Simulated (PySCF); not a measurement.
## Spin-rotation constants: `InChI=1S/C10H16NP/c1-10-4-8-12(9-5-10)11-6-2-3-7-11/h4-5,8-10H,2-3,6-7H2,1H3`

Cartesian coordinates in Å; atom numbers follow the order of the lines, from 1:
```xyz
28

C     3.644    0.256   -0.807
C     2.884   -0.110    0.477
C     1.879    0.963    0.784
C     0.685    1.020    0.211
P     0.158   -0.184   -1.058
N    -1.413   -0.665   -0.601
C    -2.549   -0.097   -1.303
C    -3.068    1.012   -0.383
C    -2.771    0.474    1.026
C    -1.816   -0.717    0.797
C     1.046   -1.583   -0.317
C     2.210   -1.442    0.301
H     4.144    1.215   -0.694
H     2.939    0.322   -1.634
H     4.387   -0.505   -1.039
H     3.605   -0.176    1.299
H     2.187    1.713    1.501
H    -0.005    1.827    0.425
H    -3.313   -0.876   -1.419
H    -2.255    0.259   -2.290
H    -4.126    1.216   -0.536
H    -2.510    1.931   -0.569
H    -3.682    0.143    1.523
H    -2.306    1.236    1.650
H    -0.942   -0.693    1.450
H    -2.346   -1.661    0.967
H     0.581   -2.551   -0.455
H     2.733   -2.299    0.706
```

Level of theory: GIAO BHandHLYP/pcSseg-1 magnetisability, rotational g tensor and spin-rotation constants, non-relativistic, gas phase (PySCF 2.14.0). Geometry: GFN2-xTB.

(1) Give the nuclear spin-rotation constants along the inertial axes (H = +C I·J) beside the isotropic shieldings.

## Answers

(1) Rotational constants 1.9680, 0.5148, 0.4983 GHz. A star marks the isotopologue with that one atom substituted, in its own axes.
| atom | isotope | Caa (kHz) | Cbb (kHz) | Ccc (kHz) | mean (kHz) | σ (ppm) |
| --- | --- | --- | --- | --- | --- | --- |
| P5 | 31P | 2.942 | 0.941 | 0.730 | 1.538 | 314.1 |
| N6 | 14N | 0.103 | 0.028 | 0.025 | 0.052 | 206.9 |
| H13 | 1H | -0.176 | -0.013 | -0.043 | -0.078 | 30.9 |
| H14 | 1H | -0.106 | -0.050 | -0.029 | -0.062 | 31.3 |
| H15 | 1H | -0.074 | -0.028 | -0.054 | -0.052 | 30.9 |
| H16 | 1H | -0.048 | -0.044 | -0.029 | -0.040 | 29.0 |
| H17 | 1H | -0.180 | 0.050 | -0.054 | -0.061 | 25.2 |
| H18 | 1H | -0.017 | 0.004 | -0.057 | -0.023 | 25.7 |
| H19 | 1H | -0.095 | -0.020 | -0.039 | -0.051 | 29.0 |
| H20 | 1H | -0.177 | -0.055 | 0.018 | -0.072 | 28.6 |
| H21 | 1H | 0.056 | -0.057 | -0.054 | -0.018 | 30.2 |
| H22 | 1H | -0.142 | -0.030 | -0.030 | -0.068 | 30.4 |
| H23 | 1H | -0.037 | -0.056 | -0.032 | -0.042 | 30.3 |
| H24 | 1H | -0.172 | 0.006 | -0.056 | -0.074 | 30.3 |
| H25 | 1H | -0.012 | -0.046 | -0.034 | -0.031 | 28.8 |
| H26 | 1H | -0.143 | -0.025 | -0.021 | -0.063 | 29.0 |
| H27 | 1H | -0.154 | 0.021 | -0.033 | -0.055 | 25.2 |
| H28 | 1H | -0.085 | -0.033 | 0.002 | -0.038 | 25.2 |
| C1 | 13C* | 0.306 | 0.079 | 0.070 | 0.151 | 163.6 |
| C2 | 13C* | 0.383 | 0.086 | 0.076 | 0.181 | 149.5 |
| C3 | 13C* | 0.672 | 0.272 | 0.074 | 0.339 | 39.2 |
| C4 | 13C* | 0.716 | 0.242 | 0.087 | 0.348 | 42.1 |
| C7 | 13C* | 0.365 | 0.111 | 0.100 | 0.192 | 129.9 |
| C8 | 13C* | 0.328 | 0.077 | 0.081 | 0.162 | 157.0 |

For the geometry as given, no vibrational averaging.
